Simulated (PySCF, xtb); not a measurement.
Si(Cl)(F)2(SMe) (CH₃ClF₂SSi), SMILES CS[Si](F)(F)Cl.

The structure is a stationary point at ωB97X-D3(BJ)/def2-SVP. This is a generated structure with no PubChem entry under its InChIKey; it may be hypothetical. One conformer was computed; it need not be the lowest.

Calculation: IEF-PCM-ωB97X/def2-SVP (PySCF).

The values are the electrostatic part of the solvation free energy, E(continuum) − E(gas) at the gas-phase geometry, in a cavity of scaled van der Waals radii (PySCF's table); cavitation and dispersion terms are not included. In vacuum the orbital gap is 12.39 eV. The dipole moment in vacuum is 2.43 D.

**Question.** Estimate the values in water (ε = 78.36), dichloromethane (ε = 8.93), toluene (ε = 2.37). (An estimate is asked for; the answer gives what the named calculation found.)

**Answer.** 
| solvent | ε | ΔG(elec) (kcal/mol) | dipole (D) | gap (eV) |
|---|---|---|---|---|
| water | 78.36 | -3.1 | 2.99 | 12.47 |
| dichloromethane | 8.93 | -2.6 | 2.91 | 12.46 |
| toluene | 2.37 | -1.5 | 2.70 | 12.43 |

For comparison, GFN2-xTB/ALPB(water) (xtb, at the GFN2-xTB geometry, all terms of that model) gives 0.1 kcal/mol.
